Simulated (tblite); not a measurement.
Species: C6H12FOP.
SMILES with atom numbers: `[CH3:1][C@@H:2]1[CH2:3][C@H:4]([F:5])[C@H:6]([CH3:7])[P@H:8]1=[O:9]` (hydrogens: H10, H11, H12 on C1; H13 on C2; H14, H15 on C3; H16 on C4; H17 on C6; H18, H19, H20 on C7; H21 on P8)

Geometry (GFN2-xTB, Å), atoms numbered from 1 in this order:
```xyz
21
C6H12FOP angstrom
C      2.304   -0.234    0.823
C      1.268   -0.818   -0.130
C      0.976    0.092   -1.333
C     -0.283    0.907   -1.038
F      0.016    1.845   -0.067
C     -1.337   -0.044   -0.484
C     -2.550    0.629    0.138
P     -0.360   -1.036    0.726
O     -0.806   -2.403    0.997
H      2.378   -0.856    1.715
H      2.019    0.771    1.125
H      3.282   -0.191    0.347
H      1.594   -1.809   -0.463
H      1.814    0.764   -1.523
H      0.794   -0.498   -2.232
H     -0.629    1.476   -1.909
H     -1.648   -0.730   -1.282
H     -2.236    1.373    0.867
H     -3.156    1.120   -0.622
H     -3.158   -0.119    0.645
H     -0.291   -0.222    1.854
```

Method: GFN2-xTB as coded in tblite; computed harmonic values from a numerical Hessian at the method's own geometry, unscaled. This tight-binding method is rough: wavenumbers can miss measured ones by several per cent, in bad cases by 10 to 20. Modes of hydrogen on phosphorus can be 10 to 20 % off. One conformer, not necessarily the lowest.

Harmonic wavenumbers (cm⁻¹): 45.4, 113.8, 179.4, 190.4, 202.3, 230.4, 235.3, 265.5, 313.9, 359.0, 394.9, 433.3, 550.7, 647.0, 703.1, 763.5, 822.4, 848.2, 888.3, 932.9, 942.7, 975.2, 1010.4, 1017.3, 1026.2, 1059.3, 1109.4, 1114.1, 1139.9, 1167.3, 1206.2, 1214.7, 1239.4, 1274.0, 1287.1, 1298.0, 1300.3, 1313.5, 1407.0, 1408.4, 1460.7, 1484.7, 1488.0, 1490.3, 1494.1, 2288.3, 2913.7, 2921.6, 2925.8, 2991.0, 2997.2, 3012.9, 3020.1, 3023.2, 3023.3, 3036.7, 3042.2.

A = 1603, B = 1537, C = 972.8 MHz; mass 150.061 u (most abundant isotopes); point group C1, symmetry number 1.

Zero-point energy?

Half the sum of the wavenumbers: 37622 cm⁻¹ = 107.57 kcal/mol.

Entropy at 298.15 K, 1 bar (ideal gas, RRHO, classical rotation)?

Translation 40.95, rotation 29.28, vibration 27.74: S = 98.0 cal/(mol K).

And Cp and H(298.15 K) − H(0)?

Cp = 39.79 cal/(mol K), of which vibrations give 31.84 (their classical limit is 57 R = 113.3); H(298.15 K) − H(0) = 6.97 kcal/mol without the zero-point energy, 4.60 from vibrations.

Which modes carry the vibrational entropy at 298.15 K?

45.4 cm⁻¹: 5.01; 113.8 cm⁻¹: 3.20; 179.4 cm⁻¹: 2.33; 190.4 cm⁻¹: 2.22; 202.3 cm⁻¹: 2.11; 230.4 cm⁻¹: 1.88 cal/(mol K); the other 51 give 10.98 together.

Blend soft modes into free rotors: weight 1/[1 + (100 cm⁻¹/ν̃)⁴] for the oscillator and the rest for a rotor with moment μB/(μ + B), μ = h/(8π²ν), B = 10⁻⁴⁴ kg m². What vibrational entropy results?

26.27 cal/(mol K) in place of 27.74, which changes −T·S at 298.15 K by +0.44 kcal/mol.

What must be added to the electronic energy to get the Gibbs energy at 298.15 K and 1 bar?

ZPE + [H(298.15 K) − H(0)] − T·S = 107.57 + 6.97 − 29.21 = 85.33 kcal/mol.

How do the functions run with temperature in this model?

```json
{"T (K)": "150", "S (cal/(mol K))": "76.8", "Cp (cal/(mol K))": "24.0", "H − H(0) (kcal/mol)": "2.28", "G − H(0) (kcal/mol)": "-9.25", "ln q(vib)": "2.42"}
{"T (K)": "250", "S (cal/(mol K))": "91.5", "Cp (cal/(mol K))": "34.4", "H − H(0) (kcal/mol)": "5.19", "G − H(0) (kcal/mol)": "-17.68", "ln q(vib)": "4.94"}
{"T (K)": "400", "S (cal/(mol K))": "111.3", "Cp (cal/(mol K))": "51.2", "H − H(0) (kcal/mol)": "11.61", "G − H(0) (kcal/mol)": "-32.90", "ln q(vib)": "8.87"}
{"T (K)": "600", "S (cal/(mol K))": "135.7", "Cp (cal/(mol K))": "69.3", "H − H(0) (kcal/mol)": "23.78", "G − H(0) (kcal/mol)": "-57.64", "ln q(vib)": "14.20"}
{"T (K)": "900", "S (cal/(mol K))": "167.4", "Cp (cal/(mol K))": "86.6", "H − H(0) (kcal/mol)": "47.39", "G − H(0) (kcal/mol)": "-103.25", "ln q(vib)": "21.96"}
```

q(vib) and H(0) count from the zero-point level.

Hindered rotation and anharmonicity are outside this model. Other conformers, if any are populated, would add a mixing term that is left out. The structure is chiral; the term R ln 2 for an equal mix with its mirror image is left out.
